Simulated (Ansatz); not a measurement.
n-GeGeGeGeSiH12 (SiGe4H12). Total charge 0; triplet. Geometry r2SCAN-D4/def2-SVP, that of the neutral singlet; atoms count from 1.

```
atom   x (Å)   y (Å)   z (Å)
 Ge1  -1.351   1.901  -1.494
 Ge2  -1.781   0.788   0.611
 Ge3   0.291   0.515   1.841
 Ge4   1.352  -1.554   1.159
 Si5   1.458  -1.714  -1.213
  H6  -2.550   1.782  -2.448
  H7  -0.118   1.289  -2.178
  H8  -1.069   3.390  -1.238
  H9  -2.801   1.607   1.424
 H10  -2.398  -0.600   0.355
 H11   0.037   0.511   3.360
 H12   1.226   1.699   1.525
 H13   2.763  -1.661   1.765
 H14   0.518  -2.726   1.708
 H15   2.117  -2.988  -1.632
 H16   0.074  -1.678  -1.778
 H17   2.232  -0.562  -1.768
```

At PBE0-D4/def2-TZVP a singlet of charge 0 lies 5.62 eV below the triplet at the same geometry.

**Question.** Estimate the Mulliken populations from the PBE0/def2-TZVP orbitals of Ansatz.

**Answer.** 
| atom | charge (e) | spin (α − β) |
| --- | --- | --- |
| Ge1 | -0.06 | 0.23 |
| Ge2 | -0.12 | 0.61 |
| Ge3 | -0.02 | 0.60 |
| Ge4 | -0.06 | 0.33 |
| Si5 | -0.01 | 0.01 |
| H6 | 0.02 | 0.10 |
| H7 | 0.03 | -0.01 |
| H8 | 0.03 | 0.00 |
| H9 | 0.04 | 0.03 |
| H10 | 0.05 | -0.03 |
| H11 | 0.00 | 0.07 |
| H12 | 0.05 | -0.03 |
| H13 | 0.03 | 0.08 |
| H14 | 0.03 | -0.01 |
| H15 | 0.00 | 0.01 |
| H16 | 0.00 | 0.00 |
| H17 | 0.00 | 0.00 |
Mulliken values and Mayer orders depend strongly on the basis.

**Question.** Where does the spin sit?

**Answer.** Summed by element: Ge 1.77, Si 0.01, H 0.21, of 2 unpaired in all. Largest on single atoms: Ge2 0.61, Ge3 0.60, Ge4 0.33.

**Question.** And the Mayer bond orders between bonded heavy atoms (over 0.3)?

**Answer.** Ge1–Ge2 0.80 (2.42 Å); Ge2–Ge3 0.38 (2.43 Å); Ge3–Ge4 0.65 (2.42 Å); Ge4–Si5 0.96 (2.38 Å).
